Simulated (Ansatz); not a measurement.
Z-matrix (Å, degrees):
```
Si
S 1 2.135
H 1 1.482 2 106.5
H 1 1.487 2 111.4 3 -119.2
H 1 1.485 2 111.3 3 119.7
Al 2 2.181 1 102.5 3 177.9
S 6 2.179 2 123.9 1 -5.9
H 6 1.572 2 118.0 1 174.0
H 7 1.344 6 95.6 2 -4.4
```

The species carries charge 0 and has multiplicity 1.

List the ωB97M-V/def2-TZVPP orbital energies in eV (Ansatz 0.2.0). (Best estimate.)

The calculation gave: Occupied: -2426.84, -2426.60, -1807.76, -1533.01, -220.84, -220.64, -163.94, -163.85, -163.80, -163.71, -163.66, -163.61, -148.79, -117.57, -102.93, -102.88, -102.88, -77.21, -77.08, -77.04, -23.20, -22.73, -17.79, -14.62, -13.92, -12.83, -12.50, -11.98, -11.13, -10.67, -10.36, -9.90. Lowest empty: 0.45, 1.22, 1.60, 1.89, 2.71, 2.93, 2.98, 3.36.
